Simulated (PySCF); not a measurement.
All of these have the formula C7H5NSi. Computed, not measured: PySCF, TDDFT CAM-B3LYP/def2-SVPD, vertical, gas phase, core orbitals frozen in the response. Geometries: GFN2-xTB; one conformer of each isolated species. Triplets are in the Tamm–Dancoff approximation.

**Question.** Rank by computed lowest singlet excitation energy, lowest first.
A. `N#C/C=C(\[SiH3])C#CC#C`
B. `C#C/C=C(/C#C)[SiH2]C#N`
C. `C(#C)C1C=C([SiH2]C=1)C#N`
D. `C#C[Si@@H]1[C@H](C#N)C12C=C2`

**Answer.** A (3.62 eV), C (3.92 eV), B (4.59 eV), D (5.17 eV).

| SMILES | S1 (eV) | T1 (eV) | f (S1) | gap (eV) | HOMO (eV) | S1 mainly |
| --- | --- | --- | --- | --- | --- | --- |
| C#CC#C/C([SiH3])=C/C#N | 3.62 | 2.44 | 0.000 | 6.59 | -8.50 | H-1→L (93%) |
| C#CC1=C[SiH2]C(C#N)=C1 | 3.92 | 2.21 | 0.082 | 6.65 | -8.41 | H→L (96%) |
| C#C/C=C(/C#C)[SiH2]C#N | 4.59 | 2.62 | 0.405 | 7.06 | -8.41 | H→L (93%) |
| C#C[Si@@H]1[C@H](C#N)C12C=C2 | 5.17 | 3.71 | 0.085 | 8.09 | -8.10 | H→L (85%) |

H and L stand for HOMO and LUMO.
